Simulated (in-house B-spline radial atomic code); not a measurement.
Configurations of K4+, with energies counted from [Ne] 3s2 3p3. Method: non-relativistic LC-wPBE, spin-polarised, spherical fractional occupations, point nucleus. Calculated with a radial B-spline atomic code at the basis-set limit. Caution: exact exchange at fractional occupations of open shells leaves self-interaction of up to several eV. Shells without spins written out take the highest spin.

Occupations are held fixed; configurations that lie above the ionisation limit could autoionise.

```csv
configuration,E - E(ref) (eV),highest orbital,its <r> (bohr)
[Ne] 3s1 3p4,21.041,3p down,1.26
[Ne] 3s1 3p3 4p1,61.189,4p up,2.883
"[Ne] 3s(0 up, 1 down) 3p(3 up, 0 down) 4s(0 up, 1 down)",61.497,4s down,2.645
"[Ne] 3s2 3p(1 up, 1 down) 4d(0 up, 1 down)",66.613,4d down,3.409
[Ne] 3s1 3p3 4f1,73.964,4f up,3.493
"[He] 2s2 2p(2 up, 3 down) 3s2 3p(0 up, 3 down) 4s(1 up, 0 down)",331.65,4s up,2.599
[He] 2s2 2p5 3s2 3p3 4f1,352.14,4f up,3.496
```

**Question.** Order these further configurations by energy, lowest first.
A. [Ne] 3s2 3p(2 up, 1 down)
B. [Ne] 3s2 3p(0 up, 2 down) 3d(0 up, 1 down)
C. [Ne] 3s1 3p3 3d1
D. [Ne] 3s2 3p2 4p1
E. [Ne] 3s1 3p3 4s1

**Answer.** A (10.169 eV), B (34.179 eV), C (41.06 eV), D (53.228 eV), E (53.472 eV).

**Question.** How far above the reference does [He] 2s2 2p5 3s2 3p3 4p1 lie?

**Answer.** 338.46 eV; its least bound orbital is 4p up with <r> = 2.803 bohr.

**Question.** How far above the reference does [He] 2s2 2p5 3s2 3p3 4s1 lie?

**Answer.** 330.7 eV; its least bound orbital is 4s up with <r> = 2.537 bohr.

**Question.** How far above the reference does [He] 2s2 2p5 3s2 3p3 4d1 lie?

**Answer.** 346.54 eV; its least bound orbital is 4d up with <r> = 3.258 bohr.
